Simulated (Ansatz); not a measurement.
Te4Pt, relaxed as a singlet with RKS B3LYP-D4/def2-SVP in Ansatz, starting from the GFN2-xTB geometry. Force threshold 0.02 eV/Å.

In the def2 sets Pt, Te take a core potential; there is no spin–orbit coupling. The restricted singlet is unstable towards broken spin symmetry in Hartree–Fock (as tested in another run); at B3LYP-D4/def2-SVP this wasn't settled. Another isomer (singlet) lies 0.27 eV lower at PBE0-D4/def2-TZVP; other spin states weren't run for this one.

Start:

Cartesian coordinates in Å:
```
Pt 0.0941 -0.4228 0.4722
Te 1.5908 1.6018 -0.2200
Te 1.0023 -2.2365 1.8027
Te -1.0785 1.7639 -0.5590
Te -1.6087 -0.7064 -1.4958
```

```csv
step,energy (eV),largest force component (eV/Å),SCF passes
1,-32434.5508,1.296,24
2,-32434.5596,1.023,39
3,-32434.6919,0.117,33
4,-32434.6947,0.031,33
5 (rejected),-32434.6945,0.075,29
6,-32434.6949,0.013,31
```

Force components are those of the run's own axes.

End:

```xyz
5

Pt    0.0770   -0.4263    0.5685
Te    1.5706    1.5648   -0.3190
Te    1.0230   -2.3152    1.8344
Te   -1.1578    1.8611   -0.5493
Te   -1.5128   -0.6845   -1.5346
```

By distances, no bond broke or formed. The bond that changes most is Pt1–Te4, from 2.69 to 2.83 Å (atoms count from 1).

No frequencies were taken in this run, so the end may be a saddle point.

It took 27 s on 4 threads of Arm Neoverse V1 on a shared host.
